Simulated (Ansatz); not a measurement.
Ansatz (a first-principles code) input (r2SCANh/def2-TZVPD):

Ansatz 0.2 input:
```yaml
crystal:
  periodic: [false, false, false]
  atoms:
    - {symbol: Ge, position_ang: [1.60233048, -0.09262214, 0.26263552]}
    - {symbol: C, position_ang: [-0.29489257, 0.03361594, -0.05589755]}
    - {symbol: C, position_ang: [-1.07879403, 1.11001949, 0.20177003]}
    - {symbol: C, position_ang: [-2.50769350, 0.78988881, -0.12121677]}
    - {symbol: C, position_ang: [-2.43641967, -0.63411715, -0.58802750]}
    - {symbol: C, position_ang: [-1.16320166, -1.05488630, -0.53837460]}
    - {symbol: H, position_ang: [2.28728699, -1.00813845, -0.77872329]}
    - {symbol: H, position_ang: [2.24596385, 1.31257717, 0.27881247]}
    - {symbol: H, position_ang: [-0.74969897, 2.06774394, 0.57818065]}
    - {symbol: H, position_ang: [-3.16108338, 0.90773150, 0.75244660]}
    - {symbol: H, position_ang: [-2.91253617, 1.45818710, -0.89111045]}
    - {symbol: H, position_ang: [-3.29250547, -1.20535219, -0.91506608]}
    - {symbol: H, position_ang: [-0.80599389, -2.03596520, -0.81839794]}
basis:
  gaussian:
    orbitals: def2-TZVPD
hamiltonian:
  xc: {name: r2SCANh}
magnetization: {spin_polarized: true, initial_magnetization: 1}
output: {forces: true}
```

End of the output:

```
integrals: 0.32 GiB planned
1633 factors; their error is unknown
0.53 GiB of the device are held for the grids
2.17 GiB of device memory are held for the factors and their scratch space
mean field: 2.67 GiB planned
mean field evaluation 1: about -61791.2056 eV, gradient 6.1e1 eV
mean field evaluation 2: about -61500.6360 eV, gradient 2.2e2 eV
mean field evaluation 4: about -61810.6159 eV, gradient 2.0e1 eV
mean field evaluation 8: about -61813.0856 eV, gradient 3.7e-1 eV
mean field evaluation 16: about -61813.1619 eV, gradient 2.8e-2 eV
mean field evaluation 32: about -61813.1619 eV, gradient 1.1e-5 eV
mean field -61813.16193552 eV, -2271.5918026642 hartree, gradient 1.2e-5 eV, S^2 0.776602; 2 other end points of the search recorded, 0 dependent functions left out
the calculation of the forces begins
reference -61813.16195195 eV, -2271.5918032683 hartree; 35, 34 occupied and 267, 268 virtual orbitals, 1633 factors
Total energy: -61813.16195195 eV, -2271.5918032683 hartree
Atom 0 at     1.602330    -0.092622     0.262636 Å, force    -0.133279     0.091907    -0.201195 eV/Å
Atom 1 at    -0.294893     0.033616    -0.055898 Å, force     0.127836    -0.169727    -0.008078 eV/Å
Atom 2 at    -1.078794     1.110019     0.201770 Å, force    -0.170494    -0.027459    -0.031568 eV/Å
Atom 3 at    -2.507693     0.789889    -0.121217 Å, force     0.184326    -0.145503    -0.018827 eV/Å
Atom 4 at    -2.436420    -0.634117    -0.588028 Å, force     0.025771     0.174818     0.060903 eV/Å
Atom 5 at    -1.163202    -1.054886    -0.538375 Å, force     0.078694     0.142596     0.059034 eV/Å
Atom 6 at     2.287287    -1.008138    -0.778723 Å, force    -0.055782     0.069737     0.117730 eV/Å
Atom 7 at     2.245964     1.312577     0.278812 Å, force    -0.053520    -0.134776     0.023842 eV/Å
Atom 8 at    -0.749699     2.067744     0.578181 Å, force    -0.000379     0.012490     0.003066 eV/Å
Atom 9 at    -3.161083     0.907732     0.752447 Å, force     0.002565     0.002486    -0.013560 eV/Å
Atom 10 at    -2.912536     1.458187    -0.891110 Å, force    -0.000576    -0.004534     0.012049 eV/Å
Atom 11 at    -3.292505    -1.205352    -0.915066 Å, force    -0.005063    -0.001657    -0.001523 eV/Å
Atom 12 at    -0.805994    -2.035965    -0.818398 Å, force    -0.000099    -0.010378    -0.001873 eV/Å
Dipole moment:    -0.286860     0.092639    -0.011331 e Å
```

It need not be the lowest isomer of its formula.
